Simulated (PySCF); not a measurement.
C2H7BFNS (SMILES CN(C)B(F)S), singlet, geometry from GFN2-xTB, with bond 11-5 at 1.8 times its length; PySCF with CASCI(2,4)+NEVPT2/STO-3G.

Here is a job for PySCF.
```python
from pyscf import gto, scf, mcscf, mrpt
import numpy

mol = gto.Mole()
mol.atom = '''
    B     0.288346    0.134802   -0.443729
    F     1.124171   -0.322490   -1.384166
    N    -0.154774   -0.764108    0.524353
    C    -1.046302   -0.498793    1.631244
    C     0.270254   -2.153131    0.508001
    H    -1.939657   -1.125128    1.552039
    H    -0.546544   -0.727350    2.577008
    H    -1.353354    0.544483    1.644652
    H     0.793717   -2.394587    1.436796
    H    -0.599831   -2.808453    0.415874
    H     1.469945   -2.468252   -1.001717
    S    -0.134782    1.895646   -0.597878
    H    -0.954130    1.997594    0.440602
'''
mol.basis = 'sto-3g'
mol.charge = 0
mol.spin = 0
mol.verbose = 4
mol.build()

mf = scf.RHF(mol)
mf.kernel()
mc = mcscf.CASCI(mf, 4, 2)
mc.fix_spin_(ss=0.0)
mc.kernel()
occ = numpy.linalg.eigvalsh(mc.fcisolver.make_rdm1(mc.ci, mc.ncas, mc.nelecas))[::-1]
ss = mc.fcisolver.spin_square(mc.ci, mc.ncas, mc.nelecas)[0]
print('natural occupations', occ.round(4), ' <S^2>', round(ss, 4))
e2 = mrpt.NEVPT(mc).kernel()
print('E(NEVPT2) = %.10f' % (mc.e_tot + e2))
```

It wrote (shortened):

```
PySCF version 2.14.0

[INPUT] verbose = 4
[INPUT] num. atoms = 13
[INPUT] num. electrons = 56
[INPUT] charge = 0
[INPUT] spin (= nelec alpha-beta = 2S) = 0
[INPUT] symmetry False subgroup None
[INPUT] Mole.unit = angstrom
[INPUT] Symbol           X                Y                Z      unit          X                Y                Z       unit  Magmom
[INPUT]  1 B      0.288346000000   0.134802000000  -0.443729000000 AA    0.544894969114   0.254738861044  -0.838526283527 Bohr   0.0
[INPUT]  2 F      1.124171000000  -0.322490000000  -1.384166000000 AA    2.124375307178  -0.609417777911  -2.615694650935 Bohr   0.0
[INPUT]  3 N     -0.154774000000  -0.764108000000   0.524353000000 AA   -0.292480471203  -1.443954849589   0.990883562594 Bohr   0.0
[INPUT]  4 C     -1.046302000000  -0.498793000000   1.631244000000 AA   -1.977224223585  -0.942582162850   3.082604402340 Bohr   0.0
[INPUT]  5 C      0.270254000000  -2.153131000000   0.508001000000 AA    0.510706044068  -4.068827900311   0.959982761005 Bohr   0.0
[INPUT]  6 H     -1.939657000000  -1.125128000000   1.552039000000 AA   -3.665420505595  -2.126183775080   2.932928644644 Bohr   0.0
[INPUT]  7 H     -0.546544000000  -0.727350000000   2.577008000000 AA   -1.032818475024  -1.374492296702   4.869839340813 Bohr   0.0
[INPUT]  8 H     -1.353354000000   0.544483000000   1.644652000000 AA   -2.557468409585   1.028923749482   3.107941850218 Bohr   0.0
[INPUT]  9 H      0.793717000000  -2.394587000000   1.436796000000 AA    1.499907750411  -4.525113611444   2.715150936871 Bohr   0.0
[INPUT] 10 H     -0.599831000000  -2.808453000000   0.415874000000 AA   -1.133516311024  -5.307207003713   0.785887962327 Bohr   0.0
[INPUT] 11 H      1.469945000000  -2.468252000000  -1.001717000000 AA    2.777793468174  -4.664320286410  -1.892970784321 Bohr   0.0
[INPUT] 12 S     -0.134782000000   1.895646000000  -0.597878000000 AA   -0.254701066521   3.582251769127  -1.129825675903 Bohr   0.0
[INPUT] 13 H     -0.954130000000   1.997594000000   0.440602000000 AA   -1.803044387231   3.774905568074   0.832617109936 Bohr   0.0

nuclear repulsion = 288.508266099868
number of shells = 27
number of NR pGTOs = 123
number of NR cGTOs = 41
basis = sto-3g
ecp = {}

******** <class 'pyscf.scf.hf.RHF'> ********
method = RHF
initial guess = minao
damping factor = 0
level_shift factor = 0
DIIS = <class 'pyscf.scf.diis.CDIIS'>
diis_start_cycle = 1
diis_space = 8
diis_damp = 0
SCF conv_tol = 1e-09
SCF conv_tol_grad = None
SCF max_cycles = 50
direct_scf = True
direct_scf_tol = 1e-13
Set gradient conv threshold to 3.16228e-05
Initial guess from minao.
init E= -648.717454901517
  HOMO = -0.226992353082318  LUMO = 0.0280772791600644  gap/eV = 6.94080
cycle= 1 E= -648.006993805115  delta_E= 0.71  |g|= 0.518  |ddm|= 4.36
  HOMO = -0.234003973469437  LUMO = 0.205142023908761  gap/eV = 11.94977
cycle= 2 E= -648.114754056216  delta_E= -0.108  |g|= 0.184  |ddm|= 1.02
  HOMO = -0.251884745054317  LUMO = 0.210711093226481  gap/eV = 12.58787
cycle= 3 E= -648.126793044843  delta_E= -0.012  |g|= 0.049  |ddm|= 0.314
  HOMO = -0.261989393270872  LUMO = 0.203008644585425  gap/eV = 12.65324
cycle= 4 E= -648.12782460243  delta_E= -0.00103  |g|= 0.0133  |ddm|= 0.0864
  HOMO = -0.262089993826251  LUMO = 0.205533307680216  gap/eV = 12.72468
cycle= 5 E= -648.127910657628  delta_E= -8.61e-05  |g|= 0.00275  |ddm|= 0.0262
  HOMO = -0.261842195639722  LUMO = 0.206079568395996  gap/eV = 12.73280
cycle= 6 E= -648.127916015632  delta_E= -5.36e-06  |g|= 0.00069  |ddm|= 0.00652
  HOMO = -0.262040330678078  LUMO = 0.206165880462265  gap/eV = 12.74054
cycle= 7 E= -648.127916389216  delta_E= -3.74e-07  |g|= 8.8e-05  |ddm|= 0.00208
  HOMO = -0.262049585187702  LUMO = 0.206167424011969  gap/eV = 12.74083
cycle= 8 E= -648.12791639412  delta_E= -4.9e-09  |g|= 2.18e-05  |ddm|= 0.000205
  HOMO = -0.26204899238976  LUMO = 0.206166162045281  gap/eV = 12.74078
cycle= 9 E= -648.127916394431  delta_E= -3.11e-10  |g|= 4.91e-06  |ddm|= 5.29e-05
  HOMO = -0.262049163484192  LUMO = 0.206166626044205  gap/eV = 12.74080
Extra cycle  E= -648.127916394443  delta_E= -1.16e-11  |g|= 1.85e-06  |ddm|= 9.41e-06
converged SCF energy = -648.127916394443

******** <class 'pyscf.mcscf.casci.CASCI'> ********
CAS (1e+1e, 4o), ncore = 27, nvir = 10
natorb = False
canonicalization = True
sorting_mo_energy = False
******** <class 'pyscf.fci.addons.SpinPenaltyFCISolver'> ********
max. cycles = 200
conv_tol = 1e-08
davidson only = True
linear dependence = 1e-12
level shift = 0.001
max iter space = 12
nroots = 1
pspace_size = 400
spin = None
Density matrix diagonal elements [1.99783584e+00 2.29756881e-07 1.73221582e-03 4.31716141e-04]
CASCI converged
CASCI E = -648.129040120476  E(CI) = -0.961920609009098  S^2 = 0.0000000
natural occupations [1.9979e+00 1.7000e-03 4.0000e-04 0.0000e+00]  <S^2> 0.0

******** <class 'pyscf.mrpt.nevpt2.NEVPT'> ********
NEVPT2 (1e+1e, 4o), ncore = 27, nvir = 10
root = 0

WARN: Active orbitals [3] (occs = [6.55925087e-08]) are canonicalized with external orbitals

Natural occ [1.99788360e+00 1.68445472e-03 4.31876310e-04 6.55925087e-08]
Natural orbital (expansion on meta-Lowdin AOs) in CAS space
               #1        #2        #3        #4
0 B 1s           0.00000  -0.00001   0.00249  -0.00132
0 B 2s          -0.00033   0.00045  -0.11586   0.04928
0 B 2px          0.04582   0.66672   0.16071  -0.01303
0 B 2py          0.01369   0.20407  -0.17084  -0.01286
0 B 2pz          0.03467   0.49378  -0.15147   0.02250
1 F 1s          -0.00001   0.00000   0.00088   0.00031
1 F 2s           0.00015  -0.00002  -0.05683  -0.02154
1 F 2px         -0.04256  -0.21764   0.06901  -0.00756
1 F 2py         -0.01080  -0.06674  -0.03082   0.05323
1 F 2pz         -0.02955  -0.16102  -0.07919  -0.01066
2 N 1s           0.00000  -0.00000  -0.00161  -0.00055
2 N 2s          -0.00047   0.00011   0.11276   0.03494
2 N 2px         -0.31712  -0.25527   0.07304   0.01750
2 N 2py         -0.09465  -0.07518  -0.03785  -0.03031
2 N 2pz         -0.23219  -0.18697  -0.08270  -0.01171
3 C 1s           0.00000   0.00002   0.00092   0.00106
3 C 2s          -0.00025  -0.00112  -0.06415  -0.06469
3 C 2px          0.03609  -0.04366   0.07615  -0.06111
3 C 2py          0.00960  -0.01329  -0.17218   0.01406
3 C 2pz          0.02606  -0.03061  -0.03736   0.07703
4 C 1s          -0.00000  -0.00001   0.00167   0.00217
4 C 2s           0.00027   0.00082  -0.11810  -0.27374
4 C 2px          0.03970  -0.03792   0.04273  -0.38369
4 C 2py          0.01179  -0.00996  -0.15410   0.08873
4 C 2pz          0.02794  -0.02759   0.00472   0.48785
5 H 1s          -0.08369  -0.07871   0.00119  -0.00912
6 H 1s           0.08313   0.07837   0.00213  -0.00956
7 H 1s           0.00079   0.00126   0.16970   0.05300
8 H 1s           0.08803   0.06905   0.02911   0.04658
9 H 1s          -0.08852  -0.06954   0.02972   0.04655
10 H 1s          0.00091   0.00020   0.00883   0.70667
11 S 1s          0.00000  -0.00000  -0.00035  -0.00003
11 S 2s         -0.00000   0.00006   0.00455   0.00039
11 S 3s          0.00016  -0.00171  -0.13188  -0.00747
11 S 2px        -0.00926   0.00478  -0.01115   0.00024
11 S 2py        -0.00287   0.00146   0.00741  -0.00112
11 S 2pz        -0.00702   0.00368   0.01165   0.00014
11 S 3px         0.69036  -0.18719   0.40061  -0.00881
11 S 3py         0.21367  -0.05753  -0.26955   0.04114
11 S 3pz         0.52326  -0.14434  -0.41722  -0.00523
12 H 1s         -0.00002   0.00353   0.57533  -0.00602
<CAS-nat-orb|mo-hf>  28     28       0.99998804
<CAS-nat-orb|mo-hf>  29     30       0.99998684
<CAS-nat-orb|mo-hf>  30     31       0.99981052
<CAS-nat-orb|mo-hf>  31     29       0.99981096
Sr    (-1)',   E = -0.00015659136543
Si    (+1)',   E = -0.00202292579414
Sijrs (0)  ,   E = -0.14324288802845
Sijr  (+1) ,   E = -0.06251654169928
Srsi  (-1) ,   E = -0.00280161000254
Srs   (-2) ,   E = -0.00026416597644
Sij   (+2) ,   E = -0.04484610196049
Sir   (0)' ,   E = -0.00729002122330
Nevpt2 Energy = -0.263140846050068
E(NEVPT2) = -648.3921809665
```
